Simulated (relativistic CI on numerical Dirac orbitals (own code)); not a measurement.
# Fe2+ in a cubic cluster: 1s photoemission with charge transfer

Computed with a charge-transfer multiplet model of a cubic metal-ligand cluster with up to 3 ligand holes, Slater and spin-orbit integrals from Dirac-Coulomb-Breit ions, Slater integrals scaled by 0.8. The ground state mixes d6 with configurations of k ligand holes L, whose averages lie at kΔ + k(k − 1)U_dd/2; a core hole lowers each added d electron by U_cd. 300 K, Lorentzian 1.1 eV and Gaussian 0.6 eV FWHM.

Atomic integrals in eV (Slater integrals scaled, ζ unscaled), ground: F2dd 8.723, F4dd 5.416, zeta_d 0.049; with the core hole: F2dd 10.144, F4dd 6.337, zeta_d 0.073, G2cd 0.054.

Cluster parameters (eV): U_dd = 6.1, U_cd = 7.1, 10Dq = 1.5, 10Dq(ligand) = 1.2, V(eg) = 2.3, V(t2g) = -1.24, final-state hopping factor = 0.9.

| Case | n_d | d6 | d7L | d8L2 | d9L3 | S |
| --- | --- | --- | --- | --- | --- | --- |
| Δ = 1.3 eV | 6.72 | 0.39 | 0.51 | 0.10 | 0.00 | 0.01 |
| Δ = 2.3 eV | 6.61 | 0.47 | 0.46 | 0.07 | 0.00 | 0.02 |
| Δ = 4.3 eV | 6.43 | 0.61 | 0.35 | 0.04 | 0.00 | 0.02 |
| Δ = 5.3 eV | 6.36 | 0.67 | 0.31 | 0.03 | 0.00 | 0.03 |
| Δ = 6.3 eV | 6.30 | 0.72 | 0.26 | 0.02 | 0.00 | 0.03 |

Weights, n_d and S are thermal averages at 300 K. Binding energies count from the first peak over 30 % of the highest in each spectrum, which can be another peak from case to case. The parameters are a model scan and need not match a compound or its usual spin state. Peaks in eV (height, largest 100):
- Δ = 1.3 eV: 0.0 (100), 7.9 (23), 14.4 (8)
- Δ = 2.3 eV: 0.0 (100), 6.9 (22), 8.0 (20), 13.6 (8)
- Δ = 4.3 eV: 0.0 (100), 7.2 (29)
- Δ = 5.3 eV: 0.0 (100), 7.2 (30)
- Δ = 6.3 eV: 0.0 (100), 7.1 (28)

Curve for Δ = 5.3 eV (points under 2 left out, the grid thinned):

```tsv
E (eV)	Intensity
-3.5	3.0
-3.1	3.7
-2.8	4.5
-2.5	5.7
-2.1	7.9
-1.7	11.8
-1.4	16.9
-1.1	25.9
-0.7	49.3
-0.3	85.8
0.0	100.0
0.3	85.6
0.7	49.1
1.1	25.9
1.4	17.1
1.7	12.0
2.1	8.2
2.5	6.1
2.8	5.0
3.1	4.3
3.5	3.7
3.9	3.5
4.2	3.4
4.5	3.5
4.9	3.8
5.3	4.7
5.6	6.0
5.9	8.2
6.3	13.2
6.7	21.4
7.0	27.9
7.3	29.5
7.7	22.0
8.1	13.1
8.4	9.1
8.7	6.8
9.1	5.4
9.5	4.9
9.8	4.4
10.1	3.6
10.5	2.6
10.9	2.1
12.4	2.1
12.7	2.3
13.1	2.1
```

For the case Δ = 4.3 eV, Δ = 4.3 eV is smaller than U_dd = 6.1 eV, the charge-transfer side of the Zaanen-Sawatzky-Allen scheme. With the core hole the configuration with one ligand hole lies at Δ − U_cd = -5.8, -4.8, -2.8, -1.8, -0.8 eV from the one without, in the order of the table; where this is negative the screened configuration lies lower, though the effective hopping of about 3.9 eV (from the holes of the mixed ground state) mixes the two strongly wherever it is as large as the gap.
